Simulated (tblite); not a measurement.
Question: Write Cartesian coordinates for `F[C@@H]1C[C@@H]1[SiH3]` as optimised with GFN2-xTB.

Answer: 
```
atom  x, y, z in Å
F1    -0.3852    1.9649   -0.3595
C2    -1.0460    0.7675   -0.3992
C3    -1.1000   -0.0355    0.8514
C4    -0.2433   -0.4872   -0.3072
Si5    1.6407   -0.3925   -0.1877
H6    -1.9033    0.8509   -1.0567
H7    -2.0120   -0.5672    1.0789
H8    -0.5995    0.3717    1.7165
H9    -0.6394   -1.3147   -0.8846
H10    2.0230    0.6680    0.7403
H11    2.1680   -0.1340   -1.5280
H12    2.0982   -1.6927    0.3097
```

Any rigid rotation of these coordinates is as good. Atoms count from 1 in this order. Si5 (SiH3 silicon) is tetrahedral (angles from 106.7° to 111.1°). The C–C distances run from 1.487 Å (C2–C3, drawn single) to 1.510 Å (C3–C4, drawn single), a spread of 0.023 Å. The 3-membered ring C2–C3–C4 has internal angles of 59.4° to 60.9°.

Bonds between heavy atoms (Å): F1–C2 1.368, C2–C3 1.487, C3–C4 1.510, C4–Si5 1.890, C2–C4 1.492.

The geometry is computed with GFN2-xTB (gas phase).

Point group: C1 (no symmetry element, even within 0.4 Å). Its GFN2-xTB frequencies are all real (lowest 60 cm⁻¹).
